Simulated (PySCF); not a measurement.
C6H4O. Atoms are numbered in the order given.

```xyz
11

C      0.0190    -2.9723     0.0000
C      0.0062    -1.7592     0.0000
C      0.0067    -0.3396     0.0000
C      1.1494     0.5376     0.0000
C      0.6477     1.8008     0.0000
O     -0.7026     1.7735     0.0000
C     -1.0877     0.4893     0.0000
H      0.0273    -4.0464     0.0000
H      2.1950     0.2410     0.0000
H      1.1077     2.7853     0.0000
H     -2.1562     0.2923     0.0000
```
Charge 0, spin multiplicity 1.

Geometry: PBE0-D3(BJ)/def2-SVP.

Calculation: SMD-B3LYP/6-31G* in PySCF.

Solvation free energies are E(SMD) − E(gas) at the gas-phase geometry, for 1 M in both phases. In vacuum the dipole moment is 0.42 D.

```json
[
 {"solvent": "water", "ΔG(solv) (kcal/mol)": "-0.1", "its non-electrostatic (CDS) part": "6.0", "dipole (D)": "0.59"},
 {"solvent": "1-octanol", "ΔG(solv) (kcal/mol)": "-1.9", "its non-electrostatic (CDS) part": "3.2", "dipole (D)": "0.58"},
 {"solvent": "diethylether", "ΔG(solv) (kcal/mol)": "?", "its non-electrostatic (CDS) part": "?", "dipole (D)": "?"}
]
```

Complete the blanks. (An estimate is asked for; the answer gives what the named calculation found.)


- diethylether, ΔG(solv) (kcal/mol): -4.3
- diethylether, its non-electrostatic (CDS) part: -0.5
- diethylether, dipole (D): 0.55
